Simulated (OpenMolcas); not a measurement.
# Hf⁺: input and output

Input:

```
&GATEWAY
Coord
1

Hf 0.0 0.0 0.0
Basis=ANO-R1
Group=XYZ
NoMove
AngMom=0.0 0.0 0.0
AMFI
&SEWARD
&RASSCF
FileOrb=start.orb
Symmetry=1
Spin=2
nActEl=3 0 0
Inactive=15 19
Ras2=6 0
CIRoot=49 49 1
SDav=70
CIMx=300
Iter=120 100
PrWF=0.3
OrbListing=Nothing
MaxOrb=0
Atom
>>> COPY $Project.JobIph JOB001
&RASSCF
FileOrb=start.orb
Symmetry=1
Spin=4
nActEl=3 0 0
Inactive=15 19
Ras2=6 0
CIRoot=20 20 1
SDav=20
CIMx=300
Iter=120 100
PrWF=0.3
OrbListing=Nothing
MaxOrb=0
Atom
CIOnly
>>> COPY $Project.JobIph JOB002
&RASSI
NrOfJobIphs=2 49 20
1 2 3 4 5 6 7 8 9 10 11 12 13 14 15 16 17 18 19 20 21 22 23 24 25 26 27
28 29 30 31 32 33 34 35 36 37 38 39 40 41 42 43 44 45 46 47 48 49
1 2 3 4 5 6 7 8 9 10 11 12 13 14 15 16 17 18 19 20
IphNames
JOB001
JOB002
EJob
SpinOrbit
DIPRint=1.0
SOCoupling=1000.0
Subsets=2
MEES
Property=10
'ANGMOM' 1 'ANGMOM' 2 'ANGMOM' 3 'MLTPL  1' 1 'MLTPL  1' 2 'MLTPL  1' 3
'AMFI' 1 'AMFI' 2 'AMFI' 3 'MLTPL  2' 6
SOProperty=3
'ANGMOM' 1 'ANGMOM' 2 'ANGMOM' 3
```

Launched by
```bash
OMP_NUM_THREADS=1 MOLCAS_MEM=2252 MOLCAS_PROJECT=a pymolcas a.inp > a.log  # once for each step of the input, in one work folder
```

A driver script runs the steps one by one and writes start.orb anew before each from the orbitals found so far, so a CI-only block uses the converged orbitals of the first block.

Output, cut to the results:

```
--- SEWARD ---
Basis set label: HF.ANO-R...7S5P4D2F.

      Electronic valence basis set:
      ------------------
      Associated Effective Charge  72.000000 au
      Associated Actual Charge     72.000000 au
      Nuclear Model: Finite nucleus - Gaussian distribution
        Gaussian exponent, Xi/bohr**(-2):  1.50087E+08

      Shell  nPrim  nBasis  Cartesian Spherical Contaminant
         s      25       7        X
         p      20       5        X
         d      15       4                 X
         f      10       2                 X
                  Relativistic X2C integrals
                  Atomic mean-field integrals
--- RASSCF ---
Wave function specifications:
      -----------------------------

      Number of closed shell electrons          68
      Number of electrons in active shells       3
      Max number of holes in RAS1 space          0
      Max nr of electrons in RAS3 space          0
      Number of inactive orbitals               34
      Number of active orbitals                  6
      Number of secondary orbitals              16
      Spin quantum number                      0.5
      State symmetry                             1
Orbital specifications:
      -----------------------

      Symmetry species                           1   2
                                                ag  au
      Frozen orbitals                            0   0
      Inactive orbitals                         15  19
      Active orbitals                            6   0
      RAS1 orbitals                              0   0
      RAS2 orbitals                              6   0
      RAS3 orbitals                              0   0
      Secondary orbitals                         6  10
      Deleted orbitals                           0   0
      Number of basis functions                 27  29
      Number of CSFs                            70
      Number of root(s) required                49
      Iter CI   SX   CI       RASSCF       Energy    max ROT     max BLB   max BLB  Level Ln srch  Step   QN
          iter iter root      energy       change     param      element    value   shift minimum  type update
 Nr of preliminary CI iterations:   1
      Total energies have been shifted. Add               -15000.00 au
        1   1    3    0   -73.29253306    0.00E+00   7.71E-03   17  21 2 -5.57E-03*  0.35   0.00    SX    NO
        2   1    3    0   -73.29266773   -1.35E-04*  2.17E-03   16  27 2  3.91E-03*  0.35   0.00    SX    NO
        3   1    3    0   -73.29268913   -2.14E-05*  1.35E-03   16  27 2 -2.09E-03*  0.35   0.00    SX    NO
        4   1    3    0   -73.29269450   -5.37E-06*  3.58E-04   16  27 2  1.40E-03*  0.34   0.00    SX    NO
        5   1    3    0   -73.29269604   -1.55E-06*  2.14E-04   16  27 2 -8.37E-04*  0.34   0.66    QN   YES
        6   1    3    0   -73.29269681   -7.73E-07*  1.48E-04   20  27 1 -3.52E-05   0.34   1.09    QN   YES
        7   1    3    0   -73.29269685   -3.74E-08*  7.69E-05   19  22 2  1.61E-05   0.34   1.43    QN   YES
        8   1    2    0   -73.29269686   -5.15E-09   7.31E-06   16  27 2  3.40E-06   0.34   1.04    QN   YES
      Convergence after  8 iterations
        9   1    2    0   -73.29269686   -7.09E-11   7.31E-06   17  26 1  8.55E-07   0.34   1.04    QN   YES
      Natural orbitals and occupation numbers for root  1
      sym 1:   0.228114   0.228114   0.063238   0.063433   0.827781   1.589320
      Natural orbitals and occupation numbers for root  2
      sym 1:   0.210490   0.173190   0.860329   0.173187   0.008410   1.574393
      Natural orbitals and occupation numbers for root  3
      sym 1:   0.210490   0.173191   0.173187   0.860329   0.008410   1.574393
::    RASSCF root number  1 Total energy: -15073.36909305
::    RASSCF root number  2 Total energy: -15073.36909288
::    RASSCF root number  3 Total energy: -15073.36909288
::    RASSCF root number  4 Total energy: -15073.36909254
::    RASSCF root number  5 Total energy: -15073.36909254
::    RASSCF root number  6 Total energy: -15073.31918506
::    RASSCF root number  7 Total energy: -15073.31918506
::    RASSCF root number  8 Total energy: -15073.31918505
::    RASSCF root number  9 Total energy: -15073.31918504
::    RASSCF root number 10 Total energy: -15073.31918504
::    RASSCF root number 11 Total energy: -15073.31918492
::    RASSCF root number 12 Total energy: -15073.31918492
::    RASSCF root number 13 Total energy: -15073.31814993
...
--- RASSI ---
SPIN-FREE ENERGIES:
  (Shifted by EMIN (a.u.) =     -15073.3694204457)

 SF State       Relative EMIN(au)   Rel lowest level(eV)    D:o, cm**(-1)      L_eff

    50             0.0000000000        0.0000000000              0.0000         3.0
    51             0.0000000000        0.0000000000              0.0000         3.0
    52             0.0000000010        0.0000000274              0.0002         3.0
    53             0.0000000183        0.0000004987              0.0040         3.0
    54             0.0000000183        0.0000004987              0.0040         3.0
    55             0.0000001198        0.0000032608              0.0263         3.0
    56             0.0000001198        0.0000032608              0.0263         3.0
     1             0.0003274000        0.0089090077             71.8560         2.0
     2             0.0003275688        0.0089136018             71.8930         2.0
     3             0.0003275696        0.0089136230             71.8932         2.0
     4             0.0003279044        0.0089227325             71.9667         2.0
     5             0.0003279044        0.0089227325             71.9667         2.0
    57             0.0381782681        1.0388835992           8379.1613         1.0
    58             0.0381782681        1.0388835992           8379.1613         1.0
    59             0.0381784442        1.0388883918           8379.2000         1.0
     6             0.0502353864        1.3669745032          11025.3929         3.0
     7             0.0502353864        1.3669745032          11025.3929         3.0
     8             0.0502353914        1.3669746391          11025.3940         3.0
     9             0.0502354012        1.3669749062          11025.3962         3.0
    10             0.0502354012        1.3669749062          11025.3962         3.0
    11             0.0502355251        1.3669782773          11025.4234         3.0
...
```

Levels above the lowest, from the spin-orbit matrix, grouped by J:

```csv
Configuration,Term,J,E (eV),Term weight %,Second
5d² 6s,⁴F,3/2,0.0000,76,23 5d 6s² ²D
5d² 6s,⁴F,5/2,0.1892,88,9 5d 6s² ²D
5d 6s²,²D,3/2,0.3299,75,23 5d² 6s ⁴F
5d² 6s,⁴F,7/2,0.4462,99,
5d 6s²,²D,5/2,0.5964,87,10 5d² 6s ⁴F
5d² 6s,⁴F,9/2,0.7143,99,
5d² 6s,⁴P,1/2,1.3494,99,
5d² 6s,⁴P,3/2,1.4318,98,
5d² 6s,⁴P,5/2,1.5565,80,8 ²D
5d² 6s,²F,5/2,1.6176,86,11 ⁴P
5d² 6s,²P,1/2,1.7281,98,
5d² 6s,²P,3/2,1.7842,71,25 ²D
5d² 6s,²F,7/2,1.9076,61,39 ²G
5d³,⁴F,3/2,1.9583,94,5 5d² 6s ²P
5d² 6s,²G,9/2,2.0839,92,6 5d³ ⁴F
5d³,⁴F,5/2,2.1090,96,3 5d² 6s ²D
5d² 6s,²G,7/2,2.1268,51,33 ²F
5d² 6s,²D,3/2,2.2855,72,20 ²P
5d³,⁴F,7/2,2.3419,85,10 5d² 6s ²G
5d² 6s,²D,5/2,2.3595,87,6 ⁴P
5d³,⁴F,9/2,2.5672,89,6 5d² 6s ²G
```

Against the 6 measured excited levels shown (NIST Handbook of Basic Atomic Spectroscopic Data) the mean absolute deviation is 4600 cm-1; the largest miss in energy is 5d² 6s ⁴F_3/2: computed -0.3299, measured 0.4519 eV (-173.0 %). Levels of one J stand in another order than measured, so their pairing by name is doubtful. These deviations count from the computed level that pairs with the measured ground level.

Without dynamic correlation excited terms often stand tens of per cent too high (terms of higher spin than the ground term too low), and those without a measured partner can miss by more than the paired ones. Some levels mix across a computed gap that differs much from the measured one, so their mixing is not that of the real levels. Terms from blocks run as CI alone lack orbitals of their own. The lowest computed level is not the ground level that NIST lists (2D3/2). Configurations are named by rounded mean occupations; where the s occupation lies near a half they are strongly mixed, a name can repeat and a true partner stay unpaired. A single d shell beside an s shell can misplace configurations of different d count against each other. Measured partners are found by configuration, term and J. A level has none where our copy of the source lacks it or the pairing is in doubt (some pairs that miss far off the trend of their configuration count as doubtful), and it then counts in no deviation. Levels of configurations outside the active space are missing. The first state left out of the spin-orbit step lies near 30000 cm-1 above the lowest spin-free state of the reference (among the parities and spins computed), and the list stops at four fifths of that energy or lower.

The term weight is that of the spin-free term in the level, not the purity of its configuration.
